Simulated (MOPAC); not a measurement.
Input for MOPAC: PM6 on C2H3BO2 (SMILES C#CB(O)O), a point of a torsion scan.

```
PM6 1SCF PRECISE CHARGE=0 THREADS=1
C2H3BO2

C      1.90753850 1     0.40026833 1     0.19636445 1
C      0.76329482 1     0.05609498 1     0.06136483 1
B     -0.71055533 1    -0.38563740 1    -0.10386006 1
O     -1.22093851 1    -1.43327810 1     0.60265703 1
O     -1.52432101 1     0.21935059 1    -0.99342620 1
H      2.90906131 1     0.70073388 1     0.31490279 1
H     -0.79723960 1    -2.28146341 1     0.53013565 1
H     -1.19350954 1     1.01101993 1    -1.41450376 1
```

Output:

```
*******************************************************************************
 **                                                                           **
 **                              MOPAC v23.2.5                                **
 **                                                                           **
 *******************************************************************************
 ** MOPAC's Digital Object Identifier: https://doi.org/10.5281/zenodo.6511958 **
 **                                                                           **
 ** Please cite the open-source release paper for use of this MOPAC version:  **
 ** J. E. Moussa and J. J. P. Stewart (2026)                                  **
 ** MOPAC: An open-source semiempirical molecular orbital program             **
 ** J. Open Source Softw., 11(119), 8025, https://doi.org/10.21105/joss.08025 **
 *******************************************************************************

                              PM6 CALCULATION RESULTS

 *******************************************************************************
 *  PM6        - The PM6 Hamiltonian to be used
 *
 *
 *
 *                 CHARGE ON SYSTEM = 0
 *
 *
 *
 *  PRECISE    - TIGHTER CRITERIA TO BE USED
 *  1SCF       - DO 1 SCF AND THEN STOP
 *  THREADS=1  - MULTI-THREADING NOT USED
 *  T=         - A TIME OF 172800.0 SECONDS REQUESTED
 *  DUMP=N     - RESTART FILE WRITTEN EVERY 7200.0 SECONDS REQUESTED
 *******************************************************************************
PM6 1SCF PRECISE CHARGE=0 THREADS=1
 C2H3BO2

   ATOM   CHEMICAL          X               Y               Z
  NUMBER   SYMBOL      (ANGSTROMS)     (ANGSTROMS)     (ANGSTROMS)

     1       C          1.90753850  *   0.40026833  *   0.19636445  *
     2       C          0.76329482  *   0.05609498  *   0.06136483  *
     3       B         -0.71055533  *  -0.38563740  *  -0.10386006  *
     4       O         -1.22093851  *  -1.43327810  *   0.60265703  *
     5       O         -1.52432101  *   0.21935059  *  -0.99342620  *
     6       H          2.90906131  *   0.70073388  *   0.31490279  *
     7       H         -0.79723960  *  -2.28146341  *   0.53013565  *
     8       H         -1.19350954  *   1.01101993  *  -1.41450376  *



          CARTESIAN COORDINATES

    NO.       ATOM           X           Y           Z

     1         C          1.9075      0.4003      0.1964
     2         C          0.7633      0.0561      0.0614
     3         B         -0.7106     -0.3856     -0.1039
     4         O         -1.2209     -1.4333      0.6027
     5         O         -1.5243      0.2194     -0.9934
     6         H          2.9091      0.7007      0.3149
     7         H         -0.7972     -2.2815      0.5301
     8         H         -1.1935      1.0110     -1.4145

 General Reference for PM6:
 "Optimization of Parameters for Semiempirical Methods V: Modification of NDDO Approximations
 and Application to 70 Elements", J. J. P. Stewart, J. Mol. Mod., 13, 1173-1213 (2007)
 URL: https://link.springer.com/article/10.1007/s00894-007-0233-4

           Empirical Formula: C2 H3 O2 B  =     8 atoms



      MOLECULAR POINT GROUP   :   C1


      RHF CALCULATION, NO. OF DOUBLY OCCUPIED LEVELS = 13


 -------------------------------------------------------------------------------
 PM6 1SCF PRECISE CHARGE=0 THREADS=1
 C2H3BO2



     1SCF WAS SPECIFIED, SO BFGS WAS NOT USED
     SCF FIELD WAS ACHIEVED


                              PM6 CALCULATION
                                                       MOPAC v23.2.5 Linux




          FINAL HEAT OF FORMATION =        -90.47381 KCAL/MOL =    -378.54242 KJ/MOL


          COSMO AREA              =        108.41 SQUARE ANGSTROMS
          COSMO VOLUME            =         90.00 CUBIC ANGSTROMS

          IONIZATION POTENTIAL    =         11.341762 EV
          HOMO LUMO ENERGIES (EV) =        -11.342  0.586
          NO. OF FILLED LEVELS    =         13
          MOLECULAR WEIGHT        =         69.8545         POINT GROUP:  C1

          MOLECULAR DIMENSIONS (Angstroms)

            Atom       Atom       Distance
            H     7    H     6     4.76198
            H     8    H     7     3.37467
            O     4    H     7     0.57953


          SCF CALCULATIONS        =          1





   ATOM   CHEMICAL          X               Y               Z
  NUMBER   SYMBOL      (ANGSTROMS)     (ANGSTROMS)     (ANGSTROMS)

     1       C          1.90753850  *   0.40026833  *   0.19636445  *
     2       C          0.76329482  *   0.05609498  *   0.06136483  *
     3       B         -0.71055533  *  -0.38563740  *  -0.10386006  *
     4       O         -1.22093851  *  -1.43327810  *   0.60265703  *
     5       O         -1.52432101  *   0.21935059  *  -0.99342620  *
     6       H          2.90906131  *   0.70073388  *   0.31490279  *
     7       H         -0.79723960  *  -2.28146341  *   0.53013565  *
     8       H         -1.19350954  *   1.01101993  *  -1.41450376  *

                             CARTESIAN COORDINATES

   1    C        1.907538500     0.400268330     0.196364450
   2    C        0.763294820     0.056094980     0.061364830
   3    B       -0.710555330    -0.385637400    -0.103860060
   4    O       -1.220938510    -1.433278100     0.602657030
   5    O       -1.524321010     0.219350590    -0.993426200
   6    H        2.909061310     0.700733880     0.314902790
   7    H       -0.797239600    -2.281463410     0.530135650
   8    H       -1.193509540     1.011019930    -1.414503760


           Empirical Formula: C2 H3 O2 B  =     8 atoms



      MOLECULAR POINT GROUP   :   C1


                  EIGENVALUES
 -30.83313 -30.09737 -26.20928 -21.14323 -19.52780 -18.15040 -16.17430 -14.60403
 -13.64914 -12.73700 -11.64683 -11.42834 -11.34176   0.58645   1.49242   1.56608
   2.44435   3.65186   4.20421   5.27499   5.63905   5.94806   7.11137


              NET ATOMIC CHARGES AND DIPOLE CONTRIBUTIONS

  ATOM NO.   TYPE          CHARGE      No. of ELECS.   s-Pop       p-Pop
    1          C          -0.201014        4.2010     1.16376     3.03726
    2          C          -0.227003        4.2270     1.20316     3.02384
    3          B           0.586346        2.4137     0.83792     1.57574
    4          O          -0.551583        6.5516     1.69044     4.86114
    5          O          -0.497926        6.4979     1.70720     4.79072
    6          H           0.189380        0.8106     0.81062
    7          H           0.357310        0.6427     0.64269
    8          H           0.344489        0.6555     0.65551
 DIPOLE           X         Y         Z       TOTAL
 POINT-CHG.     1.508     0.134    -0.914     1.769
 HYBRID         0.457     0.095    -0.021     0.468
 SUM            1.966     0.228    -0.935     2.188


          ATOMIC ORBITAL ELECTRON POPULATIONS

     Atom    s        px        py        pz
    1  C   1.16376   1.03735   1.00159   0.99831
    2  C   1.20316   1.04503   0.99213   0.98668
    3  B   0.83792   0.60420   0.51364   0.45790
    4  O   1.69044   1.75527   1.35074   1.75513
    5  O   1.70720   1.69081   1.49913   1.60077
    6  H   0.81062
    7  H   0.64269
    8  H   0.65551

 **********************
 *                    *
 * JOB ENDED NORMALLY *
 *                    *
 **********************




 == MOPAC DONE ==
```

The run finished.

Cost: very roughly 0.03 core-seconds.
